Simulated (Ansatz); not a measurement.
Consider the hydrogenolysis of a C–C bond: `CC[N](C)[InH2]` + H₂ → `C[N](C)[InH2]` + CH₄.

Isolated molecules relaxed with PBE0-D4/def2-TZVP in Ansatz; ΔE leaves out vibrations. CCSD(T)/CBS is the MP2 limit (def2-TZVPP, def2-QZVPP) plus CCSD(T) − MP2 in def2-TZVPP, frozen cores. This one scheme is used for every species. DFT in def2-TZVPP. HSE06 is defined as in plane-wave codes. def2 core potentials past Kr. For In outer-core shells are correlated without core-valence functions, which leaves a few kJ/mol of doubt a bond. One conformer a species, not always the lowest.

`CC[N](C)[InH2]`:

Z-matrix (Å, degrees):
```
C
C 1 1.511
H 1 1.092 2 110.3
H 1 1.094 2 111.4 3 -119.7
H 1 1.094 2 111.4 3 119.7
N 2 1.440 1 114.3 3 -180.0
H 2 1.104 1 108.9 3 57.2
H 2 1.104 1 108.9 3 -57.1
In 6 2.024 2 128.1 1 -0.1
C 6 1.441 2 111.6 1 179.9
H 9 1.707 6 120.6 2 0.0
H 9 1.717 6 109.9 2 180.0
H 10 1.101 6 111.7 2 59.8
H 10 1.101 6 111.7 2 -59.8
H 10 1.092 6 111.1 2 -180.0
```

H₂:

Cartesian coordinates in Å:
```
H -0.271 -0.117 -0.228
H 0.271 0.117 0.228
```

`C[N](C)[InH2]`:

Cartesian coordinates in Å:
```
C 1.063 0.414 -0.852
N -0.014 -0.022 -0.004
C -0.223 0.858 1.114
In -1.111 -1.683 -0.347
H 1.203 -0.270 -1.692
H 0.876 1.418 -1.266
H 2.017 0.470 -0.304
H -0.468 1.881 0.788
H -1.044 0.506 1.743
H 0.675 0.933 1.748
H -0.646 -2.543 -1.751
H -2.328 -1.962 0.823
```

CH₄:

Z-matrix (Å, degrees):
```
C
H 1 1.090
H 1 1.090 2 109.5
H 1 1.090 2 109.5 3 -120.0
H 1 1.090 2 109.5 3 120.0
```

CCSD(T)/CBS gives -59.6 kJ/mol.

(1) Another level gave -69.8 kJ/mol. Which?
A. HSE06-D4/def2-TZVPP
B. BLYP/def2-TZVPP
C. BHLYP-D4/def2-TZVPP
D. LDA (SPW92)/def2-TZVPP

(2) What do rigid-rotor, harmonic-oscillator terms from PBE0-D4/def2-TZVP frequencies (298.15 K, 1 bar) make of the CCSD(T)/CBS value? (Best estimate.)

Largest T1 diagnostic among the species: 0.017.

## Answers

(1) C. BHLYP-D4 -69.8, HSE06-D4 -64.2, LDA (SPW92) -54.3, BLYP -79.0 kJ/mol.

(2) Computed: ΔZPE = +16.0 kJ/mol, ΔH = -45.4 kJ/mol, ΔS = 23 J/(mol·K), ΔG = -52.2 kJ/mol.

The D4 term adds +11.1 kJ/mol with B3LYP and +6.1 kJ/mol with PBE0; it sums over pairs of atoms, weighted by their polarisabilities, and B3LYP, whose exchange is more repulsive, gets the larger term. Leaving LDA and LC-ωPBE aside and taking each functional with its dispersion term where it has one, the values, not all of them listed here, spread over 14.5 kJ/mol, from B2PLYP to revPBE-D4. LDA lies +14.3 kJ/mol from PBE without D4. In def2-TZVPP, CCSD(T) changes the Hartree–Fock value by +24.7 kJ/mol (the triples alone add +4.6 kJ/mol) and MP2 by +28.3 kJ/mol.

B3LYP here is the variant with VWN-RPA as its local correlation; programs differ in this.
